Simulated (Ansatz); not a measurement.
One change: `C[SiH]([AlH2])Cl` becomes `BS[SiH](C)Cl`.

Ansatz, PBE0-D4/def2-TZVP geometries, multiplicity 1. Each molecule was computed in one conformer, which needn't be the lowest.

```
                                      property  `C[SiH]([AlH2])Cl`
            LUMO energy (PBE0/def2-TZVPP) / eV               -2.21
         HOMO energy (ωB97M-V/def2-TZVPP) / eV               -9.31
             HOMO energy (PBE/def2-TZVPP) / eV               -6.21
          HOMO–LUMO gap (PBE0/def2-TZVPP) / eV                5.11
size of the dipole moment (PBE/def2-TZVPP) / D                1.74
           HOMO energy (B3LYP/def2-TZVPP) / eV               -7.13
```

(1) Give the same properties after the change, and the shifts. (An estimate is asked.)

## Answers

(1) Ansatz gave: 
| property | `BS[SiH](C)Cl` | shift |
| --- | --- | --- |
| LUMO energy (PBE0/def2-TZVPP) / eV | -1.62 | 0.59 |
| HOMO energy (ωB97M-V/def2-TZVPP) / eV | -10.47 | -1.16 |
| HOMO energy (PBE/def2-TZVPP) / eV | -7.18 | -0.97 |
| HOMO–LUMO gap (PBE0/def2-TZVPP) / eV | 6.70 | 1.59 |
| size of the dipole moment (PBE/def2-TZVPP) / D | 1.73 | -0.01 |
| HOMO energy (B3LYP/def2-TZVPP) / eV | -8.08 | -0.95 |

With PBE0 the HOMO falls by 1.00 eV and the LUMO rises by 0.59 eV, so the gap widens by about 1.59 eV. PBE moves the HOMO by -0.97 eV and ωB97M-V by -1.16 eV. Dipoles are sizes alone; their direction can turn.

B3LYP here is the variant with VWN-RPA as its local correlation; programs differ in this.
